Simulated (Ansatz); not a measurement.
Frontier orbitals of CH5BSe2, SMILES `CB([SeH])[SeH]`.

Cartesian coordinates in Å:
```
C 0.286 0.081 -0.896
B -0.179 -0.028 0.592
Se -1.926 0.566 1.193
Se 0.921 -0.829 1.976
H 1.369 0.186 -0.994
H 0.008 -0.846 -1.414
H -0.193 0.902 -1.433
H -2.354 1.067 -0.120
H 2.066 -1.098 1.096
```

Charge 0, multiplicity 1. Correlated methods include outer-core shells of Se, which these sets cover unevenly. Scalar relativity is left out up to krypton. The structure was optimised at the PBE0-D4/def2-TZVP level. It is one conformer, not always the lowest. Basis def2-TZVPP, the Gaussian-basis code of Ansatz.

| functional | HOMO (eV) | LUMO (eV) | gap (eV) |
| --- | --- | --- | --- |
| PBE | -5.85 | -1.70 | 4.15 |
| PBE0 | -6.92 | -0.84 | 6.08 |
| ωB97M-V | -9.00 | 1.10 | 10.10 |
| HF | -9.31 | 2.66 | 11.97 |

Against PBE, PBE0 changes HOMO and LUMO by −1.07 and +0.85 eV, ωB97M-V by −3.15 and +2.80 eV. A gap of 4.15 eV thus becomes 10.10 eV for the same molecule, so an orbital gap means little without its functional. A positive LUMO is unbound and depends on the basis.
